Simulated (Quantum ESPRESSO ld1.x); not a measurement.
The numbers below are computed, except where a source is named.
Task: These are the eigenvalues of the occupied orbitals of an atom or ion with whole-number occupations (hartree). Code: ld1.x of Quantum ESPRESSO 7.5. Model: Dirac Kohn-Sham, PBE, spin-unpolarised, spherical densities, point nucleus.

orbital  eigenvalue
1s1/2      -1671.14
2s1/2      -286.747
2p1/2      -272.496
2p3/2      -251.903
3s1/2      -76.3555
3p1/2      -70.2690
3p3/2      -66.0940
3d3/2      -55.5627
3d5/2      -54.6555
4s1/2      -28.0002
4p1/2      -25.6036
4p3/2      -24.5506
4d3/2      -20.5620
4d5/2      -20.3528

Which element is it, and in what charge state? The configuration may be excited. Open shells, if any, are shared by 2j + 1.

Result: Z = 61, promethium, charge +19: Pm19+ in [Kr] 4d6. The list shows which subshells hold electrons but not how many an open one holds; the 1s level, -1671.1 hartree, gives Z - s = 57.8 by -(Z - s)^2/2, which with screening and relativity narrows Z to a few neighbours, and the depths of the outer levels then fix element, charge and occupations together.
